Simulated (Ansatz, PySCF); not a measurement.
H11NSi4, SMILES [SiH3]N[SiH2][SiH2][SiH3]. Atoms are numbered in the order given.

```xyz
16

Si     2.1708     0.8026     1.0978
N      1.2669     0.6714    -0.3862
Si     0.7016    -0.7784    -1.1851
Si    -1.6322    -0.7345    -1.0712
Si    -1.9375     0.3451     0.9771
H      2.2226    -0.5547     1.7078
H      3.5676     1.2900     0.8820
H      1.5066     1.7555     2.0368
H      1.0215     1.5508    -0.8358
H      1.2031    -1.9347    -0.3880
H      1.2255    -0.8942    -2.5804
H     -2.2470    -2.0963    -1.0809
H     -2.2435     0.0762    -2.1695
H     -3.3397     0.2596     1.4828
H     -1.5735     1.7855     0.8290
H     -1.0261    -0.2713     1.9879
```
Charge 0, spin multiplicity 1.

Geometry: ωB97X-D3(BJ)/def2-SVP. This is a generated structure with no PubChem entry under its InChIKey; it may be hypothetical. Other conformers were not sampled.

Two levels are set side by side: PBE-D3(BJ)/def2-SVP (Ansatz, an electronic-structure program) and ωB97X-D3(BJ)/def2-SVP (PySCF). Each level has its own optimised geometry; the coordinates shown are those of the second. Frequencies come from the Hessian of PySCF at each geometry. Differences are taken from unrounded values.

```
quantity                            ωB97X-D3(BJ)  PBE-D3(BJ)  PBE-D3(BJ) minus ωB97X-D3(BJ)
----------------------------------  ------------  ----------  -----------------------------
mean bond length (Å)                       1.608       1.622                          0.014
bond Si1–N2 (Å)                            1.743       1.756                          0.013
bond N2–Si3 (Å)                            1.749       1.761                          0.012
bond Si3–Si4 (Å)                           2.337       2.361                          0.024
bond Si4–Si5 (Å)                           2.335       2.354                          0.019
bond Si1–H6 (Å)                            1.489       1.501                          0.012
bond Si1–H7 (Å)                            1.495       1.508                          0.013
bond Si1–H8 (Å)                            1.494       1.508                          0.014
bond N2–H9 (Å)                             1.018       1.026                          0.008
bond Si3–H10 (Å)                           1.491       1.504                          0.013
bond Si3–H11 (Å)                           1.495       1.510                          0.015
bond Si4–H12 (Å)                           1.494       1.508                          0.014
bond Si4–H13 (Å)                           1.496       1.509                          0.014
bond Si5–H14 (Å)                           1.493       1.506                          0.013
bond Si5–H15 (Å)                           1.493       1.506                          0.013
bond Si5–H16 (Å)                           1.494       1.506                          0.012
highest harmonic wavenumber (cm⁻¹)          3621        3492                           -129
mean harmonic wavenumber (cm⁻¹)             1070        1016                            -54
zero-point energy (kcal/mol)               64.23       61.01                          -3.21
```

GGA bonds tend to be longer and softer than those of functionals with exact exchange. Differences between two approximate levels are no errors against the true value.
